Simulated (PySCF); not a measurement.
Trends in electronic spectra. Theory: PySCF, TDDFT B3LYP/def2-SVPD, vertical, gas phase, core orbitals frozen in the response, def2 core potentials past Kr. Geometries: PBE0-D3(BJ)/def2-SVP; one conformer of each isolated species. Triplets are in the Tamm–Dancoff approximation. Atoms past krypton carry core potentials; spin–orbit coupling is left out.

**Question.** Rank by computed lowest singlet excitation energy, highest first.
A. `C[O][GeH2][CH3]`
B. `C=[CH][Sn]([SiH3])([CH]=C)[CH]=C`
C. `CC(C)C1=C[SiH2]C=C1F`
D. `[Se](c1ccc(Br)cc1)C`

**Answer.** A (6.49 eV), B (5.45 eV), C (4.42 eV), D (4.19 eV).

```json
{"SMILES": "C[O][GeH2][CH3]", "S1 (eV)": "6.49", "first f ≥ 0.01 (nm)": "182", "α (au)": "62.3", "HOMO (eV)": "-7.40", "f (S1)": "0.000", "S1 mainly": "H→L (80%)"}
{"SMILES": "C=[CH][Sn]([SiH3])([CH]=C)[CH]=C", "S1 (eV)": "5.45", "first f ≥ 0.01 (nm)": "220", "α (au)": "148.0", "HOMO (eV)": "-7.08", "f (S1)": "0.009", "S1 mainly": "H→L (77%)"}
{"SMILES": "CC(C)C1=C[SiH2]C=C1F", "S1 (eV)": "4.42", "first f ≥ 0.01 (nm)": "281", "α (au)": "108.9", "HOMO (eV)": "-6.58", "f (S1)": "0.045", "S1 mainly": "H→L (98%)"}
{"SMILES": "C[Se]c1ccc(Br)cc1", "S1 (eV)": "4.19", "first f ≥ 0.01 (nm)": "296", "α (au)": "139.4", "HOMO (eV)": "-5.86", "f (S1)": "0.010", "S1 mainly": "H→L (91%)"}
```

H and L stand for HOMO and LUMO.

- `C[O][GeH2][CH3]`: Löwdin shares by element: HOMO oxygen 59%, carbon 12% or more, germanium 8%, hydrogen 6% or more; LUMO germanium 30%, hydrogen 23% or more, carbon 13% or more (atoms not listed hold the other 35%).
- `C=[CH][Sn]([SiH3])([CH]=C)[CH]=C`: Löwdin shares by element: HOMO carbon 27% or more, silicon 23%, tin 17% (atoms not listed hold the other 33%); LUMO carbon 64% or more (atoms not listed hold the other 36%).
- `CC(C)C1=C[SiH2]C=C1F`: Löwdin shares by element: HOMO carbon 82% or more (atoms not listed hold the other 19%); LUMO carbon 70% or more (atoms not listed hold the other 30%).
- `C[Se]c1ccc(Br)cc1`: Löwdin shares by element: HOMO selenium 48%, carbon 19% or more, bromine 8% (atoms not listed hold the other 25%); LUMO carbon 69% or more (atoms not listed hold the other 31%).
